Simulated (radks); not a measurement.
Problem. The mean radii <r> (bohr) of the occupied orbitals of an atom or ion are listed with their occupations. Method: Dirac Kohn-Sham, relativistic LDA (MacDonald-Vosko exchange, VWN5 correlation), spin-unpolarised, spherical densities, finite nucleus; Fermi nuclear charge, rms radius of each element as measured or else 0.836 A^(1/3) + 0.57 fm; computed with a radial shooting solver on a logarithmic mesh with Libxc functionals.

| orbital | occ. | <r> |
|---|---|---|
| 1s1/2 | 2 | 0.05638 |
| 2s1/2 | 2 | 0.2561 |
| 2p1/2 | 2 | 0.2232 |
| 2p3/2 | 4 | 0.2264 |
| 3s1/2 | 2 | 0.7624 |
| 3p1/2 | 2 | 0.7870 |
| 3p3/2 | 4 | 0.7957 |
| 3d3/2 | 3 | 0.8756 |
| 3d5/2 | 2 | 0.8787 |

Name the element and its charge.

Solution. Z = 27, cobalt, charge +4: Co4+ in [Ar] 3d(3/2: 3, 5/2: 2). The 1s radius gives Z: for a bare nucleus <r> = (2 gamma + 1)/(2Z) with gamma = sqrt(1 - (Z/c)^2), 0.05483 bohr for Z = 27, and screening makes it slightly larger (0.05638 here). The occupations add up to 23, and the charge is Z minus that.
